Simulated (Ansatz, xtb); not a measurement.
## C6H3BrN2: which of two isomers lies lower

We compare I, `C#Cc1cc(Br)ncn1`, a singlet, with II, `C#Cc1cncnc1Br`, a singlet. Both are isolated molecules in the gas phase, relaxed with PBE-D3(BJ)/def2-SVP.

Energies in hartree; the thermal terms are from GFN2-xTB frequencies at re-optimised GFN2-xTB minima (ideal gas, soft modes damped towards free rotors, one conformer each, 298.15 K, 1 atm) and include the zero-point energy:

|  | I | II |
| --- | --- | --- |
| E, CCSD(T)/def2-SVP | −2911.001717 | −2911.002107 |
| E, MP2/def2-SVP | −2910.919771 | −2910.919867 |
| E, MP2/def2-TZVPP | −2911.888745 | −2911.889054 |
| zero-point energy | 0.072481 | 0.072456 |
| H(298 K) − E | 0.081509 | 0.081508 |
| G(298 K) − E | 0.038214 | 0.038262 |

Q: Correct the CCSD(T) difference for the basis set by the MP2 change, then work out ΔE, ΔE₀, ΔH and ΔG for I → II in kJ/mol (1 Eh = 2625.50 kJ/mol) and the equilibrium ratio [II]/[I].

A: 1. Differences II − I: CCSD(T) −0.000390, MP2 in the small set −0.000096, MP2 in the large set −0.000309 Eh.
2. ΔE = −0.000390 + (−0.000309 − (−0.000096)) = −0.000603 Eh = −1.58 kJ/mol.
3. ΔE₀ = ΔE + ΔZPE = −0.000603 + (−0.000025) Eh = −1.65 kJ/mol.
4. ΔH = ΔE + (−0.000001) Eh = −1.59 kJ/mol.
5. ΔG = ΔE + (+0.000048) Eh = −1.46 kJ/mol, so ΔS = (ΔH − ΔG)/T = −0.4 J/(mol K).
6. kT = 0.9442 mEh, so K = [II]/[I] = exp(−ΔG/kT) = exp(+0.59) ≈ 1.8.

The two are too close for this level to say which is favoured. An error of 4 kJ/mol in ΔG would change K by a factor of 5. Mirror images and further conformers aren't counted.

As drawn, both hold the same kinds of bond in the same numbers.

Other levels gave ΔE = −2.1 (GFN2-xTB); −1.3 (HF/STO-3G, GFN2-xTB geometries); −3.1 (r2SCAN-D4/def2-SVP, GFN2-xTB geometries); −4.5 (PBE-D3(BJ)/def2-SVP); +0.7 (HF/def2-SVP); −0.3 (MP2/def2-SVP); −1.0 (CCSD(T)/def2-SVP) kJ/mol. The correlated steps freeze 17 core orbitals; the filled d shell of Br is correlated, in a basis made for valence electrons. Programs: Ansatz 0.2.0, xtb 6.7.1.
